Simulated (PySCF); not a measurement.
**Ir: ionisation energy**

Ir [Xe] 4f14 5d7 6s2 (4F) → Ir⁺ [Xe] 4f14 5d7 6s1 (5F), as a difference of total energies. Calculation: PySCF 2.14, in aug-cc-pwCVDZ-PP with ECP60MDF (6s6p5d3f, 70 functions); a scalar-relativistic core potential. Correlated levels: valence: 5s2 5p6 frozen. The calculations carry no spin-orbit coupling.

```
           method  ionisation energy (eV)
              UHF                   7.031
    MP2 (valence)                   8.596
SCS-MP2 (valence)                   8.748
   CCSD (valence)                   8.534
CCSD(T) (valence)                   8.647
```

How much does correlation contribute at CCSD(T) (valence)?

8.647 − (7.031) = 1.616 eV, measured against UHF.

Errors of the correlated levels include the incompleteness of this basis and the frozen core.

For comparison: 8.926 eV (measured; NIST levels, between the centres of gravity of the two terms).
